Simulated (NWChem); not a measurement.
System: CH₇FSi₂; SMILES C[Si@@H](F)[SiH3]

Parts of the log:

```
             Northwest Computational Chemistry Package (NWChem) 7.3.0
             --------------------------------------------------------

 C1  symmetry detected

                             Geometry "geometry" -> ""
                             -------------------------

 Output coordinates in angstroms (scale by  1.889725989 to convert to a.u.)

  No.       Tag          Charge          X              Y              Z
 ---- ---------------- ---------- -------------- -------------- --------------
    1 C                    6.0000    -1.40342211    -1.44988819    -0.28333029
    2 Si                  14.0000     0.06487312    -0.51831078     0.39819563
    3 F                    9.0000     1.42670005    -1.12104487    -0.28144599
    4 Si                  14.0000    -0.01656648     1.77621419    -0.09579337
    5 H                    1.0000    -2.33393238    -1.09823959     0.19048136
    6 H                    1.0000    -1.30383673    -2.52799877    -0.08188789
    7 H                    1.0000    -1.49619578    -1.30870242    -1.37086910
    8 H                    1.0000     0.17990467    -0.73569451     1.87267207
    9 H                    1.0000    -1.23318930     2.37739685     0.53758537
   10 H                    1.0000    -0.10108488     1.98751790    -1.57439365
   11 H                    1.0000     1.19227358     2.48380580     0.42577580

 Effective nuclear repulsion energy (a.u.)     221.1199314621

                                 NWChem DFT Module
                                 -----------------

 Summary of "ao basis" -> "ao basis" (spherical)
 ------------------------------------------------------------------------------
       Tag                 Description            Shells   Functions and Types
 ---------------- ------------------------------  ------  ---------------------
 C                          def2-svp                 6       14   3s2p1d
 Si                         def2-svp                 8       18   4s3p1d
 F                          def2-svp                 6       14   3s2p1d
 H                          def2-svp                 3        5   2s1p

            General Information
            -------------------
          SCF calculation type: DFT
          Wavefunction type:  closed shell.
          No. of atoms     :    11
          No. of electrons :    50
           Alpha electrons :    25
            Beta electrons :    25
          Charge           :     0
          Spin multiplicity:     1
          Use of symmetry is: off; symmetry adaption is: off
          Maximum number of iterations: 150
          AO basis - number of functions:    99
                     number of shells:    49
          Convergence on energy requested:  1.00D-06
          Convergence on density requested:  1.00D-05
          Convergence on gradient requested:  5.00D-04

              XC Information
              --------------
                     Hartree-Fock (Exact) Exchange  1.000
                   CAM-Becke88 Exchange Functional  1.000
                      VWN V Correlation Functional  0.190 local
              Lee-Yang-Parr Correlation Functional  0.810

           Range-Separation Parameters
           ---------------------------
           Alpha           :  0.19
           Beta            :  0.46
           Gamma           :  0.33
           Short-Range HF  :     F

             Grid Information
             ----------------
          Grid used for XC integration:  medium
          Radial quadrature: Mura-Knowles
          Angular quadrature: Lebedev.
          Tag              B.-S. Rad. Rad. Pts. Rad. Cut. Ang. Pts.
          ---              ---------- --------- --------- ---------
          C                   0.70       49          12.0       434
          Si                  1.10       88          11.0       590
          F                   0.50       49          11.0       434
          H                   0.35       45          13.0       434
          Grid pruning is: on
          Number of quadrature shells:   589
          Spatial weights used:  Erf1

      Superposition of Atomic Density Guess
      -------------------------------------

 Sum of atomic energies:        -717.88936362

      Non-variational initial energy
      ------------------------------

 Total energy =    -719.300074
 1-e energy   =   -1433.898297
 2-e energy   =     493.478291
 HOMO         =      -0.308818
 LUMO         =       0.039779

     ---------------------------------------------
      Total Density - Mulliken Population Analysis
     ---------------------------------------------

    Atom       Charge   Shell Charges
 -----------   ------   -------------------------------------------------------
    1 C    6     6.59   1.99  0.96  0.28  2.12  1.23  0.01
    2 Si  14    13.11   2.00  1.99  0.97  0.24  5.93  0.97  0.79  0.21
    3 F    9     9.59   1.99  1.15  0.78  3.52  2.14  0.00
    4 Si  14    13.86   2.00  1.99  1.03  0.30  5.94  1.18  1.33  0.09
    5 H    1     0.85   0.64  0.18  0.03
    6 H    1     0.86   0.65  0.19  0.03
    7 H    1     0.86   0.65  0.19  0.03
    8 H    1     1.10   0.70  0.39  0.01
    9 H    1     1.06   0.68  0.36  0.01
   10 H    1     1.06   0.69  0.36  0.01
   11 H    1     1.06   0.69  0.36  0.01

   convergence    iter        energy       DeltaE   RMS-Dens  Diis-err
 ---------------- ----- ----------------- --------- --------- ---------
 d= 0,ls=0.0,diis     1   -720.8026021915 -9.42D+02  1.10D-02  5.23D-01
 d= 0,ls=0.0,diis     2   -720.8205550159 -1.80D-02  4.77D-03  5.48D-01
 d= 0,ls=0.0,diis     3   -720.8646701379 -4.41D-02  8.71D-04  1.60D-02
 d= 0,ls=0.0,diis     4   -720.8659421543 -1.27D-03  2.25D-04  5.94D-04
 d= 0,ls=0.0,diis     5   -720.8660214914 -7.93D-05  5.85D-05  4.11D-05
  Resetting Diis
 d= 0,ls=0.0,diis     6   -720.8660270195 -5.53D-06  2.00D-05  4.29D-06
 d= 0,ls=0.0,diis     7   -720.8660276679 -6.48D-07  4.90D-06  8.40D-08

[...]
```

Level: CAM-B3LYP/def2-SVP. Structure relaxed at the PBE0/def2-SVP level.

Task: Write an input that gives this output.

Result: This is not unique; one that fits is the input that was run:
```
start job
memory heap 200 mb stack 900 mb global 1100 mb
geometry units angstroms noautoz
  C     -1.353743    -1.499150    -0.286326
  Si     0.102318    -0.534508     0.375155
  F      1.465995    -1.093889    -0.337061
  Si    -0.050593     1.761428    -0.094737
  H     -2.283712    -1.177186     0.209154
  H     -1.221223    -2.575982    -0.097408
  H     -1.471988    -1.350511    -1.370395
  H      0.252587    -0.762277     1.844886
  H     -1.270030     2.323613     0.568348
  H     -0.170285     1.983983    -1.569252
  H      1.148980     2.496630     0.409760
end
basis spherical
  * library def2-svp
end
dft
  xc xcamb88 1.00 lyp 0.81 vwn_5 0.19 hfexch 1.00
  cam 0.33 cam_alpha 0.19 cam_beta 0.46
  iterations 150
  mulliken
end
task dft energy
```
